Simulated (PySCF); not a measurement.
# Mg: excitation energy

Mg [Ne] 3s2 (1S) → Mg [Ne] 3p2 (3P), as a difference of total energies. Computed with PySCF 2.14 in x2c-QZVPPall (9s6p5d2f, 66 functions), with the spin-free X2C one-electron Hamiltonian (Gaussian nucleus). Correlated levels: valence and next inner shell: 1s2 frozen. The calculations carry no spin-orbit coupling.

```json
{"method": "UHF", "excitation energy (eV)": "6.300", "error (eV)": "-0.873"}
{"method": "MP2 (valence and next inner shell)", "excitation energy (eV)": "7.009", "error (eV)": "-0.164"}
{"method": "SCS-MP2 (valence and next inner shell)", "excitation energy (eV)": "7.178", "error (eV)": "+0.005"}
{"method": "CCSD (valence and next inner shell)", "excitation energy (eV)": "7.120", "error (eV)": "-0.053"}
{"method": "CCSD(T) (valence and next inner shell)", "excitation energy (eV)": "7.154", "error (eV)": "-0.019"}
```

Reference: 7.173 eV (measured; NIST levels, between the centres of gravity of the two terms).

Errors of the correlated levels include the incompleteness of this basis and the frozen core.

The basis was made for the ground configuration and has no added diffuse functions, so the excitation energy can come out too high.
